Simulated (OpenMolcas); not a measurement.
**Ce2+: moving or changing the point charges**

Ce2+ among 2 point charges of -0.5 e arranged as a linear pair (D∞h), 2.7 Å from the ion.
```
   0.0000    0.0000    2.7000  -0.50
   0.0000    0.0000   -2.7000  -0.50
```

```json
{
  "Program": "OpenMolcas",
  "Method": "SS-CASPT2, IPEA 0.25 Eh, imaginary shift 0.1 Eh (closed shells correlated: 5s 5p)",
  "Basis": "ANO-RCC-VTZP [8s7p5d3f2g1h]",
  "Scalar Hamiltonian": "DKH2, point nucleus",
  "Active space": "2 electrons in 7 orbitals (4f)",
  "State averaging": "2S+1 = 3 even, 21 roots; 2S+1 = 1 even, 27 roots kept (CI in the orbitals of an earlier block)",
  "Spin-orbit coupling": "RASSI with atomic mean-field integrals over the reference wave functions"
}
```

Runs around this geometry, states (labels by Λ). Energies in cm-1 above the lowest state or level, χT in cm3 K/mol.

```csv
R (Å),Ground state,First state of that spin,First gap with spin-orbit (degeneracies),Width of lowest J,χT at 300 K
2.7,3H,3Γ 610,"640 (2, 2)",941,1.496
2.96,3H,3Γ 470,"500 (2, 2)",725,1.542
3.16,3H,3Γ 400,"410 (2, 2)",597,1.572
```

Taking the width of the lowest J multiplet as R^-n, n = -ln(597 / 941) / ln(3.16 / 2.7) = 2.9 between the shortest and longest distance.

This is an electrostatic model: the charges have no orbitals. No measured value stands beside these numbers.
